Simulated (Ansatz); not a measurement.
Mulliken charges of CH₅BClN (`CB(N)Cl`) from B3LYP/def2-TZVPP in Ansatz (PBE0-D4/def2-TZVP geometry).

| atom | x (Å) | y (Å) | z (Å) | charge (e) |
| --- | --- | --- | --- | --- |
| C1 | 0.142 | 0.995 | -0.646 | -0.318 |
| B2 | -0.222 | -0.436 | -0.132 | 0.183 |
| N3 | 0.119 | -0.920 | 1.124 | -0.248 |
| Cl4 | -1.134 | -1.536 | -1.204 | -0.229 |
| H5 | 0.740 | 0.930 | -1.560 | 0.105 |
| H6 | 0.699 | 1.586 | 0.085 | 0.075 |
| H7 | -0.764 | 1.546 | -0.914 | 0.105 |
| H8 | -0.123 | -1.843 | 1.440 | 0.167 |
| H9 | 0.631 | -0.369 | 1.791 | 0.159 |

Problem. By hand: the dipole of these point charges (1 e Å = 4.8032 D).

Solution. Σ q r = (0.274, 0.196, 0.450) e Å, of length 0.562 e Å = 2.70 D.

Problem. How does the dipole of the full density compare? (Estimate.)

Solution. The calculation gave: (0.247, 0.128, 0.454) e Å, 2.56 D; the point charges give 1.05 times that, at 7° from its direction.

Point charges leave out the atoms' own dipoles, such as those of lone pairs, and Mulliken's split depends on the basis, so the close match here is no proof of good charges.

B3LYP here is the variant with VWN-RPA as its local correlation; programs differ in this.
